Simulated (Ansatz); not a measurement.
Isolated molecules relaxed with PBE0-D4/def2-TZVP in Ansatz; ΔE leaves out vibrations. CCSD(T)/CBS is the MP2 limit (def2-TZVPP, def2-QZVPP) plus CCSD(T) − MP2 in def2-TZVPP, frozen cores. This one scheme is used for every species. Functionals use def2-TZVPP. Each species was taken in one conformer, which may not be the lowest.

Reaction (ligand exchange at a B–O bond): `OB(O)F` + H–F → `OB(F)F` + H₂O

`OB(O)F`:

```xyz
6

O     0.761    0.798    0.149
B    -0.002   -0.305   -0.077
O    -1.350   -0.267    0.027
F     0.565   -1.464   -0.410
H     1.701    0.635    0.042
H    -1.675    0.603    0.270
```

H–F:

Cartesian coordinates in Å:
```
F -0.110 -0.001 -0.447
H 0.110 0.001 0.447
```

`OB(F)F`:

```xyz
5

O     0.717    0.659    0.292
B    -0.091   -0.373   -0.013
F     0.290   -1.600    0.273
F    -1.270   -0.200   -0.598
H     0.355    1.514    0.046
```

H₂O:

Cartesian coordinates in Å:
```
O -0.036 0.247 0.298
H -0.137 -0.707 0.316
H 0.173 0.459 -0.614
```

(1) Is it downhill or uphill in electronic energy at CCSD(T)/CBS, and by how much? (An estimate is asked.)

(2) What do these levels give: B97M-V, PBE0-D4, r2SCAN0-D4, r2SCAN, SCS-MP2/def2-QZVPP, CCSD/CBS(def2)? (Best estimate.)

Largest T1 diagnostic among the species: 0.012.

Results:

(1) Computed: Downhill: ΔE = -0.14 eV.

(2) Ansatz gave: B97M-V -0.19, PBE0-D4 -0.13, r2SCAN0-D4 -0.15, r2SCAN -0.16, SCS-MP2/def2-QZVPP -0.14, CCSD/CBS(def2) -0.14 eV.

In def2-TZVPP, CCSD(T) changes the Hartree–Fock value by +0.06 eV (the triples alone add +0.01 eV) and MP2 by +0.08 eV. Leaving LDA and LC-ωPBE aside and taking each functional with its dispersion term where it has one, the values, not all of them listed here, spread over 0.06 eV, from B97M-V to revPBE-D4. LDA lies +0.04 eV from PBE without D4.
